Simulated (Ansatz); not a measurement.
**Energy profile**

The step: GeH₃Br ([GeH3][Br]) + CH₄ → CH₆Ge ([CH3][GeH3]) + HBr; bonds formed: Ge1–C7, Br2–H6; bonds broken: Ge1–Br2, H6–C7 (atoms numbered as in the saddle structure below).

Ge1  (-0.623, -0.980, -0.054)
Br2  (2.308, -1.192, 0.060)
H3  (-0.331, -1.623, -1.399)
H4  (-0.441, -1.700, 1.271)
H5  (-2.037, -0.339, -0.093)
H6  (0.876, 0.184, 0.041)
C7  (0.102, 1.144, 0.037)
H8  (-0.483, 1.367, 0.927)
H9  (-0.405, 1.420, -0.885)
H10  (1.035, 1.719, 0.094)
(Å)

Electronic energies by CCSD(T) at an estimated basis limit (MP2 extrapolated from triple and quadruple zeta, plus CCSD(T) − MP2 in triple zeta), on PBE0-D4/def2-TZVP structures; CH$_{7}$BrGe, singlet; no counterpoise correction. Ansatz 0.2.0; basis: def2-TZVPP and def2-QZVPP; cores frozen in the correlated methods. Filled d shells of the heavier atoms are correlated. The def2 sets are not built for correlating such inner shells, so the correlated values are less sure here. Extrapolation: Hartree–Fock as exp(−7.88 √X), correlation as X^−2.97.

(1) Give the profile in eV, counted from the separated reactants. (Judge from chemistry; the value comes from the calculation.)

No T1 diagnostic of these runs exceeds 0.011.

Answers

(1) The calculation gives:
```
                                                                                                                 point      eV
separated: GeH$_{3}$Br (linked as [GeH3][Br]; Ge1, Br2, H3, H4, H5; singlet) + CH$_{4}$ (H6, C7, H8, H9, H10; singlet)   0.000
                                                                                                       start structure  -0.047
                                                                                                                saddle   2.674
                                                                                                         end structure   0.915
     separated: CH$_{6}$Ge (linked as [CH3][GeH3]; Ge1, H3, H4, H5, C7, H8, H9, H10; singlet) + HBr (Br2, H6; singlet)   0.994
```

For scale, one of the runs: CCSD(T)/def2-TZVPP, 225 basis functions, launched by `ansatz run in.yaml --threads 8 --pin off --events-out ev --progress --plain --max-ram 19148MiB`. The run took 23 s on 8 CPU threads of an Intel Xeon 6975P-C (shared host), with 4.2 GiB of host memory at its peak.
